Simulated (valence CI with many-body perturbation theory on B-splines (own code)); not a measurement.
**Missing levels of La³⁶⁺**

Method: relativistic CI+MBPT: three valence electrons over a frozen Dirac-Fock core [Ar], radial functions for each j: 7 s, 7 p, 8 d, 6 f, 4 g, 1 h, with the one-electron correlation potential Σ1, the two-electron term Σ2, the three-electron term Σ3, Breit, model QED; selected CI, second order for the rest, scaled by the run's own slope (own B-spline code, finite nucleus).

The last digits are not significant, and no measured levels were compared; by estimate large intervals hold to a few tenths of a per cent, small ones and those within an open d or f shell to about a per cent. Only levels of the ground parity were solved; by the run's estimate the other parity begins above the list, which can be wrong where configurations are misplaced.

```
                    Level  E (cm⁻¹)
          (3d3/2^3) J=3/2         0
(3d3/2^2 3d5/2) J=5/2 [a]    123930
    (3d3/2^2 3d5/2) J=3/2    168140
    (3d3/2^2 3d5/2) J=7/2    174010
    (3d3/2^2 3d5/2) J=9/2         ?
    (3d3/2^2 3d5/2) J=1/2    194300
(3d3/2^2 3d5/2) J=5/2 [b]    293710
(3d3/2 3d5/2^2) J=7/2 [a]         ?
    (3d3/2 3d5/2^2) J=9/2    324170
(3d3/2 3d5/2^2) J=3/2 [a]         ?
    (3d3/2 3d5/2^2) J=1/2         ?
   (3d3/2 3d5/2^2) J=11/2    382870
(3d3/2 3d5/2^2) J=5/2 [a]    400680
(3d3/2 3d5/2^2) J=5/2 [b]         ?
(3d3/2 3d5/2^2) J=7/2 [b]    439660
          (3d5/2^3) J=9/2    498910
(3d3/2 3d5/2^2) J=3/2 [b]         ?
          (3d5/2^3) J=3/2    608140
          (3d5/2^3) J=5/2    648190
```

Levels are named by their leading jj configuration (3d3/2^4 stands for four electrons in 3d with j = 3/2), which in mixed levels can hold well under half, so a name can repeat and another be missing. Letters in brackets count levels of one name in rising energy.

The levels stand in rising order. What does the calculation give for the missing energies?

(3d3/2^2 3d5/2) J=9/2 185380; (3d3/2 3d5/2^2) J=7/2 [a] 305940; (3d3/2 3d5/2^2) J=3/2 [a] 354370; (3d3/2 3d5/2^2) J=1/2 369560; (3d3/2 3d5/2^2) J=5/2 [b] 422070; (3d3/2 3d5/2^2) J=3/2 [b] 507890.
